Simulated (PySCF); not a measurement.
Computed shifts of a molecule C4H12Si2, PySCF with PBE/pcSseg-1, GIAO, gas phase, atoms alike by connectivity averaged where their shifts nearly agree, in ppm (number of nuclei): ¹³C: 33.9 (2), 14.2 (2). ²⁹Si: -77.1 (2). ¹H: 4.20 (4), 2.39 (2), 1.70 (2), 1.59 (2), 1.03 (2). References: ¹³C against TMS (σ = 182.0 ppm); ²⁹Si against TMS (σ = 335.4 ppm); ¹H against TMS (σ = 31.49 ppm), references at their B3LYP-D3(BJ)/def2-TZVP geometries, non-relativistic. Geometry optimised at TPSSh-D3(BJ)/def2-SVP. Other conformers were not sampled.

Q: Pick the molecule that these values belong to.
A. C[C@@H]1[C@@H]([SiH3])[C@H]1[SiH3]
B. C[C@@H]1C[C@H]1[SiH2][SiH3]
C. CC[C@@H]1C[SiH2][SiH2]1
D. C1CC[SiH2][SiH2]C1

A: D, C1CC[SiH2][SiH2]C1
